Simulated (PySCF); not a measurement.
HAl, singlet, geometry from GFN2-xTB (such geometries of metal compounds can be far from the true shape). Base run: PBE0/def2-SVP, polarisability in PySCF.

The PySCF input:
```python
from pyscf import gto, scf, dft
from pyscf.prop import polarizability

mol = gto.Mole()
mol.atom = '''
    Al   -0.000000   -0.000000   -0.115220
    H     0.000000    0.000000    1.497855
'''
mol.basis = 'def2-svp'
mol.charge = 0
mol.spin = 0
mol.verbose = 4
mol.build()

mf = dft.RKS(mol)
mf.xc = 'pbe0'
mf.kernel()
alpha = mf.Polarizability().polarizability()[2, 2]
print('alpha_zz =', alpha)
```

Each row names what was changed in the base input (with any setting that the change needs).

| change | alpha_zz (bohr³) | basis functions |
|---|---|---|
| base | 42.61 | 23 |
| basis = 6-31G | ___ | ___ |
| finite field (a.u.) = 0.005; conv_tol = 1e-11 | 42.61 | 23 |
| functional = lda,vwn | 42.99 | 23 |
| basis = aug-cc-pVDZ | ___ | ___ |
| finite field (a.u.) = 0.001; conv_tol = 1e-6 | 42.61 | 23 |
| functional = pbe | 42.86 | 23 |
| finite field (a.u.) = 0.05; conv_tol = 1e-11 | 41.96 | 23 |
| basis = 6-31+G* | 43.06 | 24 |
| functional = camb3lyp | 41.44 | 23 |
| basis = cc-pVDZ | 39.96 | 23 |
| basis = def2-SVPD | 47.33 | 32 |

Q: What belongs in the gaps?

A: 
- basis = 6-31G, alpha_zz (bohr³): 38.92
- basis = 6-31G, basis functions: 15
- basis = aug-cc-pVDZ, alpha_zz (bohr³): 50.42
- basis = aug-cc-pVDZ, basis functions: 36

Finite-field rows take the second difference of the energy in a field along z; a small field with loose convergence shows SCF noise divided by the square of the field, and a large one adds hyperpolarisability.
